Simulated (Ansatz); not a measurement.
Cost and result for the atomization energy of CH8AlFSi2 (`F[CH]([SiH3])[AlH][SiH3]`) (13 atoms, 12 bonds).

Z-matrix (Å, degrees):
```
C
Si 1 1.890
Al 1 1.980 2 112.3
F 1 1.410 2 109.6 3 -125.3
H 1 1.102 2 106.4 3 118.7
H 2 1.486 1 111.9 3 177.8
H 2 1.489 1 107.2 3 -61.6
H 2 1.488 1 110.3 3 56.3
Si 3 2.457 1 115.9 2 55.6
H 3 1.585 1 119.5 2 -121.6
H 9 1.493 3 109.5 1 -84.5
H 9 1.490 3 113.2 1 155.6
H 9 1.491 3 111.5 1 33.8
```

The species carries charge 0 and has multiplicity 1. The structure was optimised at the PBE0-D4/def2-TZVP level. It is one conformer, not always the lowest. Program: Ansatz. All runs use 4 threads of an Arm Neoverse V2 on a shared host. Times are those of one run each, without the atoms' runs, and a repeat can differ threefold. Electronic energies, without spin–orbit coupling; frozen cores. CCSD(T)/CBS adds CCSD(T) − MP2 in def2-TZVPP to the MP2 limit, and its time is that of the two runs behind it. T1 = 0.013. B3LYP takes the VWN-RPA correlation (the form of Gaussian; ORCA's B3LYP/G).

CCSD(T)/CBS is a level of theory with its own doubt, some kJ/mol a heavy atom from the limit and from the frozen cores, so smaller differences don't rank the functionals.

```csv
level,functions,wall time
PBE-D4/def2-TZVPP (with forces),300,3.2 s
PBE0-D4/def2-TZVPP,300,3.6 s
r2SCAN-D4/def2-TZVPP (with forces),300,6 s
B3LYP-D4/def2-TZVPP (with forces),300,6.5 s
B2PLYP/def2-TZVPP,300,6.5 s
ωB97X-V/def2-TZVPP,300,9 s
ωB97M-V/def2-TZVPP (with forces),300,13 s
MP2/def2-QZVPP,564,26 s
CCSD(T)/def2-TZVPP,300,3.7 min
CCSD(T)/CBS(def2),–,4.1 min
```

(1) What atomization energy does each give, and how far from CCSD(T)/CBS? (Estimate.)

Results:

(1) Computed: 
```json
{"level": "PBE-D4/def2-TZVPP (with forces)", "atomization (kcal/mol)": "937.3", "difference from CCSD(T)/CBS": "-2.3", "per bond": "-0.2"}
{"level": "PBE0-D4/def2-TZVPP", "atomization (kcal/mol)": "929.3", "difference from CCSD(T)/CBS": "-10.3", "per bond": "-0.9"}
{"level": "r2SCAN-D4/def2-TZVPP (with forces)", "atomization (kcal/mol)": "939.8", "difference from CCSD(T)/CBS": "0.2", "per bond": "0.0"}
{"level": "B3LYP-D4/def2-TZVPP (with forces)", "atomization (kcal/mol)": "937.0", "difference from CCSD(T)/CBS": "-2.6", "per bond": "-0.2"}
{"level": "B2PLYP/def2-TZVPP", "atomization (kcal/mol)": "923.4", "difference from CCSD(T)/CBS": "-16.2", "per bond": "-1.4"}
{"level": "ωB97X-V/def2-TZVPP", "atomization (kcal/mol)": "946.7", "difference from CCSD(T)/CBS": "7.1", "per bond": "0.6"}
{"level": "ωB97M-V/def2-TZVPP (with forces)", "atomization (kcal/mol)": "939.3", "difference from CCSD(T)/CBS": "-0.3", "per bond": "0.0"}
{"level": "MP2/def2-QZVPP", "atomization (kcal/mol)": "929.0", "difference from CCSD(T)/CBS": "-10.6", "per bond": "-0.9"}
{"level": "CCSD(T)/def2-TZVPP", "atomization (kcal/mol)": "915.1", "difference from CCSD(T)/CBS": "-24.5", "per bond": "-2.0"}
{"level": "CCSD(T)/CBS(def2)", "atomization (kcal/mol)": "939.6", "difference from CCSD(T)/CBS": "0.0", "per bond": "0.0"}
```

The D4 term adds +11.1 kcal/mol with B3LYP and +6.0 kcal/mol with PBE0; it sums over pairs of atoms, weighted by their polarisabilities, and B3LYP, whose exchange is more repulsive, gets the larger term. In def2-TZVPP, CCSD(T) changes the Hartree–Fock value by +214.0 kcal/mol (the triples alone add +10.3 kcal/mol) and MP2 by +213.3 kcal/mol; breaking electron pairs costs correlation energy, which Hartree–Fock lacks. From PBE to PBE0 (25 % exact exchange), in def2-TZVPP and without D4, the atomization energy moves by −7.1 kcal/mol: exact exchange takes away binding that semilocal exchange gives to molecules.
